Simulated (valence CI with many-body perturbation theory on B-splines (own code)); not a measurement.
## Assign the levels of As I

Level of theory: configuration interaction combined with many-body perturbation theory (CI+MBPT): five valence electrons over a frozen Dirac-Fock core [Ar] 3d10, radial functions for each j: 10 s, 10 p, 9 d, 7 f, 4 g, 2 h, with the one-electron correlation potential Σ1 (screened to all orders), the two-electron term Σ2, the three-electron term Σ3, Breit, model QED; selected single and double excitations, second order for the rest, scaled by the run's own slope (own B-spline code, finite nucleus).

Against 11 measured levels this calculation errs by 73 cm⁻¹ on average and by 115 at most. These come from a selection out of the NIST Handbook of Basic Atomic Spectroscopic Data. Levels without a partner in it may be off by more. Among the levels kept, up to 860 cm⁻¹ of a level comes from second order outside the variational space, and about a tenth of that is noise between levels of different J, which matters for small intervals.

| No. | J | Parity | E (eV) | g |
| --- | --- | --- | --- | --- |
| 1 | 3/2 | odd | 0.0000 | 1.998 |
| 2 | 3/2 | odd | 1.316 | 0.819 |
| 3 | 5/2 | odd | 1.357 | 1.200 |
| 4 | 1/2 | odd | 2.262 | 0.666 |
| 5 | 3/2 | odd | 2.317 | 1.319 |
| 6 | 1/2 | even | 6.275 | 2.586 |
| 7 | 3/2 | even | 6.387 | 1.721 |
| 8 | 5/2 | even | 6.547 | 1.593 |
| 9 | 1/2 | even | 6.576 | 0.751 |
| 10 | 3/2 | even | 6.756 | 1.330 |
| 14 | 5/2 | even | 7.531 | 1.209 |
| 15 | 3/2 | even | 7.532 | 0.818 |
| 16 | 5/2 | odd | 7.628 | 1.393 |
| 18 | 1/2 | odd | 7.717 | 2.503 |

Energies count from the lowest level. Strongly mixed levels and levels close to another of their J and parity are left out, so the numbers can have gaps.

(1) Give configuration and LS term of each level.

Answers

(1) 1: 4s²4p³ ⁴S°; 2: 4s²4p³ ²D°; 3: 4s²4p³ ²D°; 4: 4s²4p³ ²P°; 5: 4s²4p³ ²P°; 6: 4s²4p²5s ⁴P; 7: 4s²4p²5s ⁴P; 8: 4s²4p²5s ⁴P; 9: 4s²4p²5s ²P; 10: 4s²4p²5s ²P; 14: 4s²4p²5s ²D; 15: 4s²4p²5s ²D; 16: 4s²4p²5p ⁴D°; 18: 4s²4p²5p ⁴P°.
